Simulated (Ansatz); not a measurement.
[GeI3]- (GeI₃⁻). The state is a triplet with charge -1. Geometry PBE0-D4/def2-SVPD, that of the charge -1 singlet; atoms count from 1.

Cartesian coordinates in Å:
```
Ge -0.504 0.703 0.420
I 1.535 1.388 -1.214
I -1.809 -1.016 -1.205
I 0.778 -1.075 1.998
```

In the def2 sets I takes a core potential; there is no spin–orbit coupling. The highest occupied level of the charge -1 triplet lies above zero (up to 0.31 eV). By energy differences its removal costs 1.06 eV (vertical, to the charge 0 doublet, at PBE0-D4/def2-TZVPD); a positive level beside a positive removal energy at the same level points to self-interaction error. At PBE0-D4/def2-TZVPD a singlet of charge -1 lies 3.08 eV below the triplet at the same geometry.

Estimate the Mulliken populations from the PBE0/def2-TZVPD orbitals of Ansatz.


```
atom  charge (e)  spin (α − β)
 Ge1       -0.04          0.92
  I2       -0.32          0.36
  I3       -0.32          0.36
  I4       -0.32          0.36
```
Mulliken values and Mayer orders depend strongly on the basis. With diffuse functions, as here, like atoms can get unlike values, and bond orders can come out too low or too high.

Where does the spin sit?

Summed by element: Ge 0.92, I 1.08, of 2 unpaired in all. Largest on single atoms: Ge1 0.92, I3 0.36, I4 0.36.

And the Mayer bond orders between bonded heavy atoms (over 0.3)?

Ge1–I2 0.87 (2.70 Å); Ge1–I3 0.87 (2.70 Å); Ge1–I4 0.87 (2.70 Å).
